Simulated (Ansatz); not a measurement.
`S[Si]Cl` + `O[SiH3]` → `[SiH3]O[Si]S` + HCl at 298.15 K and 1 bar (ligand exchange at the Si–Cl bond).

Isolated molecules relaxed with PBE0-D4/def2-TZVP in Ansatz; ΔE leaves out vibrations. CCSD(T)/CBS is the MP2 limit (def2-TZVPP, def2-QZVPP) plus CCSD(T) − MP2 in def2-TZVPP, frozen cores. This one scheme is used for every species. Each species was taken in one conformer, which may not be the lowest.

| species | CCSD(T)/CBS energy (Eh) | H − E (kJ/mol) | S (J/(mol·K)) |
| --- | --- | --- | --- |
| `S[Si]Cl` | -1147.27659 | 43.9 | 293.5 |
| `O[SiH3]` | -366.69042 | 113.6 | 257.8 |
| `[SiH3]O[Si]S` | -1053.58849 | 124.5 | 354.9 |
| HCl | -460.38127 | 26.6 | 186.8 |

H − E and S are ideal-gas, rigid-rotor, harmonic terms from PBE0-D4/def2-TZVP, for one conformer and one mirror image of each species. 1 Eh = 2625.50 kJ/mol, R = 8.31446 J/(mol·K).

Question: By hand: ΔE, ΔH, ΔS and ΔG.

Answer: ΔE = (-1053.58849) + (-460.38127) − (-1147.27659) − (-366.69042) = -0.00275 Eh = -7.2 kJ/mol. Δ(H − E) = 124.5 + 26.6 − 43.9 − 113.6 = -6.4, so ΔH = -13.6 kJ/mol. ΔS = 354.9 + 186.8 − 293.5 − 257.8 = -9.6 J/(mol·K). ΔG = -13.6 − 298.15 × (-9.6)/1000 = -10.7 kJ/mol.

Question: By hand: the equilibrium constant, and the temperature at which ΔG would vanish if ΔH and ΔS stayed fixed.

Answer: log₁₀ K = −ΔG/(RT ln 10) = 1.9. ΔG = 0 at ΔH/ΔS = 1417 K, though so small a ΔS makes that figure unsure.

The number of gas molecules stays the same, so ΔS is small and ΔH decides. A doubt of 5 kJ/mol in ΔE shifts log₁₀ K by 0.9 here. Other conformers and mirror images would add mixing entropy, several J/(mol·K) or more a flexible species. Modes under 60 cm⁻¹, often nearly free rotors, make the harmonic entropy too high. These are equilibria of isolated gas molecules and say nothing of rates. Largest T1 diagnostic: 0.015 (customary marks: 0.02 for closed shells, 0.045 for open ones).
